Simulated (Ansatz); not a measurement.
Sn3O4, relaxed as a singlet with RKS r2SCAN-D4/def2-SVP in Ansatz, starting from the GFN1-xTB geometry. Force threshold 0.02 eV/Å.

In the def2 sets Sn takes a core potential; there is no spin–orbit coupling. The structure holds one bond between oxygen atoms, so isomers without such links may lie far lower. The restricted singlet is unstable towards broken spin symmetry in Hartree–Fock (as tested in another run); at r2SCAN-D4/def2-SVP this wasn't settled. Another isomer (singlet) lies 0.31 eV lower at PBE0-D4/def2-TZVP; other spin states weren't run for this one.

Start:

```
atom   x (Å)   y (Å)   z (Å)
 Sn1   1.797  -0.492  -1.890
 Sn2  -1.049  -1.676   0.821
 Sn3   0.044   1.288   0.143
  O4   1.554   1.376  -1.374
  O5   0.350  -0.976  -0.487
  O6  -0.839   0.167   1.901
  O7  -1.857   0.312   0.886
```

```
         step  energy (eV)  largest force component (eV/Å)  SCF passes
            1  -25679.8424                           1.623          21
            2  -25680.1158                           0.791          27
            3  -25680.1803                           0.370          22
            4  -25680.1981                           0.084          23
            5  -25680.2004                           0.058          23
            6  -25680.2015                           0.032          23
            7  -25680.2017                           0.052          23
            8  -25680.2031                           0.148          23
            9  -25680.2189                           0.565          28
           10  -25680.2338                           0.693          28
           11  -25680.3698                           0.351          29
           12  -25680.4242                           0.378          27
13 (rejected)  -25680.3632                           0.899          24
           14  -25680.4359                           0.151          22
           15  -25680.4430                           0.131          23
           16  -25680.4433                           0.095          23
           17  -25680.4439                           0.006          23
```

Force components are those of the run's own axes.

End:

```xyz
7

Sn    1.507   -0.566   -1.908
Sn   -1.016   -1.667    0.606
Sn    0.476    1.340    0.492
O     0.952    1.281   -1.554
O     0.827   -0.870    0.055
O    -1.184    0.008    1.853
O    -1.561    0.475    0.456
```

By distances, no bond broke or formed. The bond that changes most is Sn3–O6, from 2.26 to 2.53 Å (atoms count from 1).

No frequencies were taken in this run, so the end may be a saddle point.

Hardware: 4 threads of Arm Neoverse V2 on a shared host. Wall time 38 s.
